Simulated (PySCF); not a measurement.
# Computed records: ClH$_{2}$Si

Calculation on a computer-drawn molecule: vertical ionisation energy to the stated ion spin, frozen-core CCSD(T) at the basis limit and cheaper methods, single-reference cases, UHF for radicals, no spin-orbit; all values are single points at the evaluated structure, the first of each entry, which is the reference or a displaced copy of it and isn't optimised; the reference structure only sets the zero of the energies above reference; triples share is (T) over the correlation energy. Program: PySCF 2.14.0.

```yaml
- formula: ClH2Si
  evaluated_structure:
    atoms_angstrom:
      - [Si, -2.3011, 0.1201, -2.0534]
      - [Cl, -2.4252, 2.0109, -1.349]
      - [H, -3.2538, -0.1248, -3.1123]
      - [H, -2.4326, -0.8421, -0.9349]
  reference_structure:
    atoms_angstrom:
      - [Si, -2.2529, 0.0836, -2.0184]
      - [Cl, -2.4333, 2.0326, -1.3311]
      - [H, -3.2789, -0.146, -3.0556]
      - [H, -2.4298, -0.836, -0.8763]
  given:
    charge: 0
    multiplicity: 2
    ion_multiplicity: 1
    diffuse_functions: "no"
    basis: "cc-pV(n+d)Z"
    reference_is: "the Hartree-Fock double-zeta minimum"
    best_is: "HF at quadruple zeta + MP2 correlation extrapolated from triple and quadruple zeta + CCSD(T) minus MP2 at triple zeta"
    basis_step_is: "the size of the change from the same recipe one zeta lower"
    drawn_bonds_atom: [1, 1, 1]
    drawn_bonds_other_atom: [2, 3, 4]
    drawn_bonds_order: [1, 1, 1]
  results:
    "energy_above_reference_best [kcal/mol]": null
    "total_energy_HF_triple_zeta [hartree]": null
    D1_diagnostic_at_triple_zeta: null
    "dipole_magnitude_wB97X_at_triple_zeta [debye]": null
```

Q: ClH$_{2}$Si: energy above reference best?
A: 0.6275 kcal/mol

Q: Estimate the total energy HF triple zeta of ClH$_{2}$Si.
A: -749.6390 hartree

Q: Give the missing D1 diagnostic at triple zeta for ClH$_{2}$Si.
A: 0.03899

Q: Give the missing dipole magnitude wB97X at triple zeta for ClH$_{2}$Si.
A: 0.996 debye

Further results for ClH$_{2}$Si:

| Item | Value |
| --- | --- |
| ionisation energy best | 8.576 eV |
| ionisation energy basis step | 0.05746 eV |
| energy above reference basis step | 0.2101 kcal/mol |
| total energy CCSD(T) triple zeta | -749.9794 hartree |
| total energy best | -750.0348 hartree |
| T1 diagnostic at triple zeta | 0.0128 |
| spin squared at triple zeta | 0.7546 |
| ion T1 diagnostic at triple zeta | 0.01731 |
| ion D1 diagnostic at triple zeta | 0.05373 |
| triples share at triple zeta | 0.03685 |
| basis functions triple zeta | 106 |
| dipole magnitude HF at triple zeta | 1.14 debye |
| dipole magnitude CCSD unrelaxed at triple zeta | 0.9459 debye |
| dipole magnitude PBE at triple zeta | 0.8176 debye |
| dipole magnitude r2SCAN at triple zeta | 0.8909 debye |
| dipole magnitude B3LYP at triple zeta | 0.9199 debye |

Triple zeta:
```
 method  ionisation energy (eV)  energy above reference (kcal/mol)
     HF                   8.354                             0.8006
    PBE                    8.51                              1.147
 r2SCAN                   8.717                             0.7452
  B3LYP                   8.609                               1.02
  wB97X                     8.6                             0.6383
    MP2                   8.493                             0.6347
   CCSD                   8.531                             0.7479
CCSD(T)                   8.508                             0.8056
```
